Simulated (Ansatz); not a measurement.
HfZrO4, relaxed as a singlet with RKS PBE0-D4/def2-SVP in Ansatz, starting from the GFN1-xTB geometry. Force threshold 0.02 eV/Å.

In the def2 sets Hf, Zr take a core potential; there is no spin–orbit coupling. The structure holds one bond between oxygen atoms, so isomers without such links may lie far lower. The restricted singlet is unstable towards broken spin symmetry in Hartree–Fock (as tested in another run); at PBE0-D4/def2-SVP this wasn't settled. Another isomer (singlet) lies 4.61 eV lower at PBE0-D4/def2-TZVP; other spin states weren't run for this one.

Start:

```xyz
6

Hf   -0.098    0.477   -2.235
Zr    0.131    0.139    0.742
O     0.493    0.604    2.406
O    -1.129   -1.124    0.003
O     0.236   -1.569   -0.150
O     0.366    1.473   -0.765
```

```json
{"step": "1", "energy (eV)": "-10759.5578", "largest force component (eV/Å)": "4.740", "SCF passes": "22"}
{"step": "2", "energy (eV)": "-10760.4628", "largest force component (eV/Å)": "1.780", "SCF passes": "34"}
{"step": "3", "energy (eV)": "-10760.9675", "largest force component (eV/Å)": "1.315", "SCF passes": "34"}
{"step": "4", "energy (eV)": "-10761.1054", "largest force component (eV/Å)": "1.440", "SCF passes": "35"}
{"step": "5", "energy (eV)": "-10761.2039", "largest force component (eV/Å)": "0.804", "SCF passes": "32"}
{"step": "6", "energy (eV)": "-10761.2245", "largest force component (eV/Å)": "0.178", "SCF passes": "31"}
{"step": "7", "energy (eV)": "-10761.2338", "largest force component (eV/Å)": "0.405", "SCF passes": "33"}
{"step": "8", "energy (eV)": "-10761.2458", "largest force component (eV/Å)": "0.287", "SCF passes": "33"}
{"step": "9", "energy (eV)": "-10761.2792", "largest force component (eV/Å)": "0.207", "SCF passes": "34"}
{"step": "10 (rejected)", "energy (eV)": "-10761.2270", "largest force component (eV/Å)": "2.218", "SCF passes": "37"}
{"step": "11", "energy (eV)": "-10761.3045", "largest force component (eV/Å)": "0.190", "SCF passes": "33"}
{"step": "12", "energy (eV)": "-10761.3151", "largest force component (eV/Å)": "0.621", "SCF passes": "33"}
{"step": "13", "energy (eV)": "-10761.3179", "largest force component (eV/Å)": "0.278", "SCF passes": "31"}
{"step": "14", "energy (eV)": "-10761.3181", "largest force component (eV/Å)": "0.383", "SCF passes": "27"}
{"step": "15", "energy (eV)": "-10761.3201", "largest force component (eV/Å)": "0.177", "SCF passes": "31"}
{"step": "16", "energy (eV)": "-10761.3229", "largest force component (eV/Å)": "0.188", "SCF passes": "27"}
{"step": "17", "energy (eV)": "-10761.3265", "largest force component (eV/Å)": "0.097", "SCF passes": "27"}
{"step": "18", "energy (eV)": "-10761.3266", "largest force component (eV/Å)": "0.094", "SCF passes": "29"}
{"step": "19 (rejected)", "energy (eV)": "-10761.3254", "largest force component (eV/Å)": "0.220", "SCF passes": "28"}
{"step": "20", "energy (eV)": "-10761.3270", "largest force component (eV/Å)": "0.012", "SCF passes": "29"}
```

Force components are those of the run's own axes.

End:

```xyz
6

Hf   -0.0023    0.0162   -1.9832
Zr   -0.2037    0.3910    1.0113
O     0.8651    0.4551    2.3932
O    -1.1534   -0.9857   -0.5471
O     0.2443   -1.2584   -0.1840
O     0.2499    1.3818   -0.6901
```

By distances, no bond broke or formed. The bond that changes most is Hf1–O4, from 2.94 to 2.10 Å (atoms count from 1).

No frequencies were taken in this run, so the end may be a saddle point.

It took 42 s on 4 threads of Arm Neoverse V1 on a shared host.
